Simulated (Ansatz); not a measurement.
Cost and result for the atomization energy of CH6BNOSSi, SMILES `N[Si]1(S)CBO1` (12 atoms, 12 bonds).

Cartesian coordinates in Å:
```
N -0.533 1.328 -1.448
Si -0.442 0.318 -0.096
S -1.831 1.139 1.286
C 1.123 -0.413 0.603
B 0.461 -1.705 -0.053
O -0.717 -1.279 -0.612
H -0.688 2.319 -1.387
H -0.314 1.013 -2.378
H -1.191 0.660 2.365
H 1.257 -0.444 1.685
H 2.061 -0.088 0.150
H 0.813 -2.847 -0.116
```

Charge 0, multiplicity 1. All single points use the PBE0-D4/def2-TZVP geometry. It is one conformer, not always the lowest. Program: Ansatz. All runs use 4 threads of an Arm Neoverse V2 on a shared host. Times are those of one run each, without the atoms' runs, and a repeat can differ threefold. Electronic energies, without spin–orbit coupling; frozen cores. CCSD(T)/CBS adds CCSD(T) − MP2 in def2-TZVPP to the MP2 limit, and its time is that of the two runs behind it. T1 = 0.013. B3LYP takes the VWN-RPA correlation (the form of Gaussian; ORCA's B3LYP/G). HSE06 is the plane-wave form, built on full-range PBE exchange.

CCSD(T)/CBS is a level of theory with its own doubt, some kJ/mol a heavy atom from the limit and from the frozen cores, so smaller differences don't rank the functionals.

```json
{"level": "revPBE-D4/def2-TZVPP", "functions": "292", "wall time": "3.2 s"}
{"level": "BLYP-D4/def2-TZVPP", "functions": "292", "wall time": "3.5 s"}
{"level": "BHLYP-D4/def2-TZVPP", "functions": "292", "wall time": "5.5 s"}
{"level": "HSE06-D4/def2-TZVPP", "functions": "292", "wall time": "6 s"}
{"level": "B3LYP-D4/def2-TZVPP (with forces)", "functions": "292", "wall time": "8 s"}
{"level": "r2SCANh-D4/def2-TZVPP", "functions": "292", "wall time": "9 s"}
{"level": "B2PLYP/def2-TZVPP", "functions": "292", "wall time": "9.5 s"}
{"level": "CCSD(T)/def2-SVP", "functions": "122", "wall time": "11 s"}
{"level": "ωB97X-V/def2-TZVPP", "functions": "292", "wall time": "12 s"}
{"level": "ωB97M-V/def2-TZVPP (with forces)", "functions": "292", "wall time": "18 s"}
{"level": "MP2/def2-QZVPP", "functions": "548", "wall time": "38 s"}
{"level": "CCSD(T)/def2-TZVPP", "functions": "292", "wall time": "6.3 min"}
{"level": "CCSD(T)/CBS(def2)", "functions": "–", "wall time": "7 min"}
```

Question: What atomization energy does each give, and how far from CCSD(T)/CBS? (Best estimate.)

Answer: Ansatz gave: 
```json
{"level": "revPBE-D4/def2-TZVPP", "atomization (kcal/mol)": "1115.4", "difference from CCSD(T)/CBS": "-5.9", "per bond": "-0.5"}
{"level": "BLYP-D4/def2-TZVPP", "atomization (kcal/mol)": "1118.6", "difference from CCSD(T)/CBS": "-2.7", "per bond": "-0.2"}
{"level": "BHLYP-D4/def2-TZVPP", "atomization (kcal/mol)": "1089.3", "difference from CCSD(T)/CBS": "-32.0", "per bond": "-2.7"}
{"level": "HSE06-D4/def2-TZVPP", "atomization (kcal/mol)": "1125.6", "difference from CCSD(T)/CBS": "4.3", "per bond": "0.4"}
{"level": "B3LYP-D4/def2-TZVPP (with forces)", "atomization (kcal/mol)": "1120.6", "difference from CCSD(T)/CBS": "-0.7", "per bond": "-0.1"}
{"level": "r2SCANh-D4/def2-TZVPP", "atomization (kcal/mol)": "1119.9", "difference from CCSD(T)/CBS": "-1.4", "per bond": "-0.1"}
{"level": "B2PLYP/def2-TZVPP", "atomization (kcal/mol)": "1108.8", "difference from CCSD(T)/CBS": "-12.5", "per bond": "-1.0"}
{"level": "CCSD(T)/def2-SVP", "atomization (kcal/mol)": "1040.9", "difference from CCSD(T)/CBS": "-80.4", "per bond": "-6.7"}
{"level": "ωB97X-V/def2-TZVPP", "atomization (kcal/mol)": "1128.6", "difference from CCSD(T)/CBS": "7.3", "per bond": "0.6"}
{"level": "ωB97M-V/def2-TZVPP (with forces)", "atomization (kcal/mol)": "1130.8", "difference from CCSD(T)/CBS": "9.5", "per bond": "0.8"}
{"level": "MP2/def2-QZVPP", "atomization (kcal/mol)": "1133.5", "difference from CCSD(T)/CBS": "12.2", "per bond": "1.0"}
{"level": "CCSD(T)/def2-TZVPP", "atomization (kcal/mol)": "1087.7", "difference from CCSD(T)/CBS": "-33.6", "per bond": "-2.8"}
{"level": "CCSD(T)/CBS(def2)", "atomization (kcal/mol)": "1121.3", "difference from CCSD(T)/CBS": "0.0", "per bond": "0.0"}
```

From BLYP to BHLYP (50 % exact exchange), in def2-TZVPP and without D4, the atomization energy moves by −22.4 kcal/mol: exact exchange takes away binding that semilocal exchange gives to molecules. At CCSD(T), def2-SVP lies −80.5 kcal/mol from the extrapolated value and def2-TZVPP −33.6 kcal/mol: correlation converges slowly with the basis, and small sets miss more of it in the bonded molecule than in its fragments. In def2-TZVPP, CCSD(T) changes the Hartree–Fock value by +278.1 kcal/mol (the triples alone add +18.3 kcal/mol) and MP2 by +303.8 kcal/mol; breaking electron pairs costs correlation energy, which Hartree–Fock lacks.
